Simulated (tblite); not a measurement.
C₃F₆PS₂ (charge -1).
Z-matrix (Å and degrees, GFN2-xTB geometry), rows numbered from 1:
```
F 
C   1  1.3383
F   2  1.3534  1  106.05
F   2  1.3435  1  107.09  3  -112.09
P   2  1.9380  1  117.50  3   125.15
C   5  1.8229  2  105.60  1    55.15
S   6  1.6420  5  128.25  2     8.79
S   6  1.6821  5   98.47  2  -172.90
C   5  1.9034  2   90.87  1   -42.28
F   9  1.3398  5  111.39  2  -164.31
F   9  1.3498  5  110.27  2   -47.78
F   9  1.3379  5  116.42  2    73.22
```

Calculated harmonic vibrations of the isolated species, GFN2-xTB (tblite), most abundant isotopes, no scaling. This tight-binding method is rough: wavenumbers can miss measured ones by several per cent, in bad cases by 10 to 20. One conformer, not necessarily the lowest.

Harmonic wavenumbers (cm⁻¹): 37.5, 50.5, 57.4, 74.5, 108.5, 110.5, 129.7, 188.3, 203.1, 222.4, 252.0, 302.0, 365.5, 385.3, 431.6, 462.3, 467.2, 480.2, 494.4, 545.2, 642.5, 664.3, 784.6, 993.7, 1023.3, 1040.9, 1063.7, 1073.4, 1086.1, 1126.7.

A = 767.8, B = 640.6, C = 445.7 MHz; mass 244.908 u (most abundant isotopes); point group C1, symmetry number 1.

Q: Zero-point energy?

A: Half the sum of the wavenumbers: 7434 cm⁻¹ = 88.93 kJ/mol.

Q: Entropy at 298.15 K, 1 bar (ideal gas, RRHO, classical rotation)?

A: Translation 177.46, rotation 132.47, vibration 190.65: S = 500.6 J/(mol K).

Q: And Cp and H(298.15 K) − H(0)?

A: Cp = 193.08 J/(mol K), of which vibrations give 159.83 (their classical limit is 30 R = 249.4); H(298.15 K) − H(0) = 37.86 kJ/mol without the zero-point energy, 27.94 from vibrations.

Q: Which modes carry the vibrational entropy at 298.15 K?

A: 37.5 cm⁻¹: 22.54; 50.5 cm⁻¹: 20.07; 57.4 cm⁻¹: 19.01; 74.5 cm⁻¹: 16.86; 108.5 cm⁻¹: 13.79; 110.5 cm⁻¹: 13.64 J/(mol K); the other 24 give 84.73 together.

Q: How do the functions run with temperature in this model?

A: 
```json
{"T (K)": "150", "S (J/(mol K))": "388.4", "Cp (J/(mol K))": "134.9", "H − H(0) (kJ/mol)": "13.18", "G − H(0) (kJ/mol)": "-45.08", "ln q(vib)": "5.62"}
{"T (K)": "250", "S (J/(mol K))": "468.0", "Cp (J/(mol K))": "177.4", "H − H(0) (kJ/mol)": "28.93", "G − H(0) (kJ/mol)": "-88.06", "ln q(vib)": "9.79"}
{"T (K)": "400", "S (J/(mol K))": "561.1", "Cp (J/(mol K))": "218.4", "H − H(0) (kJ/mol)": "58.89", "G − H(0) (kJ/mol)": "-165.54", "ln q(vib)": "15.32"}
{"T (K)": "600", "S (J/(mol K))": "655.7", "Cp (J/(mol K))": "246.8", "H − H(0) (kJ/mol)": "105.76", "G − H(0) (kJ/mol)": "-287.67", "ln q(vib)": "21.59"}
{"T (K)": "900", "S (J/(mol K))": "759.7", "Cp (J/(mol K))": "264.7", "H − H(0) (kJ/mol)": "182.91", "G − H(0) (kJ/mol)": "-500.86", "ln q(vib)": "29.24"}
```

q(vib) and H(0) count from the zero-point level.

Hindered rotation and anharmonicity are outside this model. Other conformers, if any are populated, would add a mixing term that is left out. The structure is chiral; the term R ln 2 for an equal mix with its mirror image is left out.

Run on an x86-64 server with one thread, no GPU, on a shared host. The figure is for the frequency step alone.
